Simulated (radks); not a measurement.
Problem. Species: neutral selenium. Configuration: [Ar] 3d10 4s2 4p4. Calculated with a radial shooting solver on a logarithmic mesh with Libxc functionals: scalar-relativistic Kohn-Sham, BLYP, spin-polarised, spherical densities, finite nucleus; open shells are filled with parallel spins first; Fermi nuclear charge, rms radius 4.14 fm. Some entries of the table are withheld. Estimate them.

orbital  occ.  eigenvalue (Ry)  <1/r> (bohr^-1)
1s up       1        -919.3079            34.56
1s down     1        -919.3006            34.56
2s up       1        -118.1338            7.631
2s down     1        -118.1300            7.631
2p up       3        -103.9277            7.475
2p down     3        -103.9209            7.475
3s up       1        -15.65996            2.488
3s down     1        -15.65048            2.488
3p up       3        -11.22005            2.336
3p down     3        -11.20946            2.336
3d up       5              (1)            2.029
3d down     5              (2)            2.033
4s up       1         -1.30313           0.7400
4s down     1         -1.20251           0.7418
4p up       3         -0.50537           0.5782
4p down     1         -0.41185           0.5648

Solution. 
(1) 3d up eigenvalue (Ry): -3.89161
(2) 3d down eigenvalue (Ry): -3.87733
